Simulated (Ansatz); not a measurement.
The same molecule with X = Cr, Mo, W. Ansatz, PBE0-D4/def2-TZVP geometries, multiplicity 1. Each molecule was computed in one conformer, which needn't be the lowest.

Elements past krypton have def2 core potentials. Scalar relativity is left out up to krypton.

```json
{"X": "Cr", "molecule": "`[NH2][Cr](=[O])(=[O])[Cl]`", "mean X–Cl bond length / Å": "2.137", "mean X–N bond length / Å": "1.773", "mean X–O bond length / Å": "1.544", "HOMO–LUMO gap (B3LYP/def2-TZVPP) / eV": "4.39", "HOMO energy (B3LYP/def2-TZVPP) / eV": "-8.47", "HOMO energy (PBE0/def2-TZVPP) / eV": "-8.70"}
{"X": "W", "molecule": "`[NH2][W](=[O])(=[O])[Cl]`", "mean X–Cl bond length / Å": "2.277", "mean X–N bond length / Å": "1.928", "mean X–O bond length / Å": "1.702", "HOMO–LUMO gap (B3LYP/def2-TZVPP) / eV": "6.47", "HOMO energy (B3LYP/def2-TZVPP) / eV": "-8.70", "HOMO energy (PBE0/def2-TZVPP) / eV": "-8.95"}
```

(1) Give the row for X = Mo, `[NH2][Mo](=[O])(=[O])[Cl]`. (Estimate.)

## Answers

(1) Computed: 
```csv
X,molecule,mean X–Cl bond length / Å,mean X–N bond length / Å,mean X–O bond length / Å,HOMO–LUMO gap (B3LYP/def2-TZVPP) / eV,HOMO energy (B3LYP/def2-TZVPP) / eV,HOMO energy (PBE0/def2-TZVPP) / eV
Mo,`[NH2][Mo](=[O])(=[O])[Cl]`,2.266,1.913,1.674,5.81,-8.60,-8.85
```

From Cr to W the mean X–Cl bond length rises at each step, by 0.140 Å in all; the mean X–N bond length rises at each step, by 0.155 Å in all; the mean X–O bond length rises at each step, by 0.158 Å in all; the HOMO–LUMO gap (B3LYP/def2-TZVPP) rises at each step, by 2.08 eV in all; the HOMO energy (B3LYP/def2-TZVPP) falls at each step, by 0.23 eV in all; the HOMO energy (PBE0/def2-TZVPP) falls at each step, by 0.25 eV in all.

B3LYP here is the variant with VWN-RPA as its local correlation; programs differ in this.
